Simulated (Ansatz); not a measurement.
C8H14FNOZr, SMILES `C[O][Zr]1234([F])([N](C)C)[C@H]5[C@@H]1[C@@H]2[C@@H]3[C@H]54`, relaxed with RKS PBE0-D4/def2-TZVP in Ansatz from a GFN2-xTB geometry. The force threshold is 0.005 eV/Å; the program also tests the step.

Charge 0, multiplicity 1. Zr takes the def2 core potential.

Start:

```xyz
26

C    -1.967   -0.778   -1.918
O    -0.622   -0.838   -1.552
Zr    0.072    0.405   -0.319
F    -0.991    1.946   -0.610
N    -0.594   -0.267    1.462
C    -1.887    0.305    1.812
C    -0.671   -1.720    1.514
C     2.086    1.647    0.396
C     2.354    0.273    0.603
C     2.389   -0.361   -0.663
C     2.156    0.626   -1.651
C     1.973    1.865   -0.997
H    -2.480   -1.717   -1.650
H    -2.488    0.066   -1.423
H    -2.056   -0.649   -3.009
H    -2.175    0.013    2.837
H    -1.823    1.400    1.775
H    -2.697   -0.036    1.130
H    -0.890   -2.059    2.542
H    -1.469   -2.124    0.857
H     0.293   -2.153    1.210
H     2.096    2.417    1.160
H     2.617   -0.183    1.552
H     2.692   -1.385   -0.854
H     2.226    0.477   -2.723
H     1.858    2.829   -1.480
```

| step | energy (eV) | largest force (eV/Å) | largest move (Å) |
| --- | --- | --- | --- |
| 1 | -16052.3318 | 1.420 | 0.000 |
| 2 | -16052.6874 | 0.942 | 0.191 |
| 3 | -16052.8824 | 0.582 | 0.182 |
| 4 | -16052.9705 | 0.296 | 0.200 |
| 5 | -16053.0227 | 0.527 | 0.191 |
| 6 | -16053.0653 | 0.386 | 0.127 |
| 7 | -16053.1010 | 0.157 | 0.200 |
| 8 | -16053.1145 | 0.406 | 0.191 |
| 9 | -16053.1275 | 0.293 | 0.078 |
| 10 | -16053.1419 | 0.186 | 0.125 |
| 11 | -16053.1540 | 0.355 | 0.195 |
| 13 | -16053.1744 | 0.148 | 0.186 |
| 15 | -16053.1884 | 0.070 | 0.100 |
| 17 | -16053.2006 | 0.168 | 0.146 |
| 19 | -16053.2095 | 0.240 | 0.072 |
| 21 | -16053.2256 | 0.304 | 0.196 |
| 23 | -16053.2455 | 0.468 | 0.179 |
| 25 | -16053.2765 | 0.256 | 0.099 |
| 27 | -16053.2989 | 0.239 | 0.197 |
| 29 | -16053.3151 | 0.050 | 0.122 |
| 31 | -16053.3203 | 0.045 | 0.019 |
| 33 | -16053.3217 | 0.024 | 0.062 |
| 35 | -16053.3219 | 0.011 | 0.008 |
| 37 | -16053.3221 | 0.007 | 0.021 |
| 39 | -16053.3222 | 0.009 | 0.013 |
| 41 | -16053.3222 | 0.006 | 0.005 |
| 42 | -16053.3222 | 0.003 | 0.001 |

End:

```xyz
26

C    -1.077   -1.301   -2.846
O    -1.090   -0.519   -1.701
Zr   -0.381    0.634   -0.334
F    -1.219    2.382   -0.431
N    -1.111   -0.188    1.383
C    -1.010    0.551    2.614
C    -1.511   -1.555    1.588
C     1.825    1.589    0.450
C     1.935    0.186    0.568
C     1.922   -0.358   -0.733
C     1.824    0.710   -1.655
C     1.764    1.910   -0.924
H    -0.051   -1.512   -3.173
H    -1.578   -2.258   -2.660
H    -1.602   -0.797   -3.666
H    -0.268    0.116    3.304
H    -0.721    1.591    2.428
H    -1.973    0.581    3.144
H    -0.792   -2.107    2.215
H    -2.488   -1.614    2.088
H    -1.597   -2.078    0.633
H     1.795    2.296    1.267
H     2.002   -0.372    1.490
H     1.974   -1.408   -0.983
H     1.779    0.617   -2.730
H     1.649    2.902   -1.336
```

Hardware: 11 threads of an AMD EPYC 7R13 on a shared host and a whole NVIDIA H100 80 GB. Wall time 92 s, peak host memory 1.3 GiB.
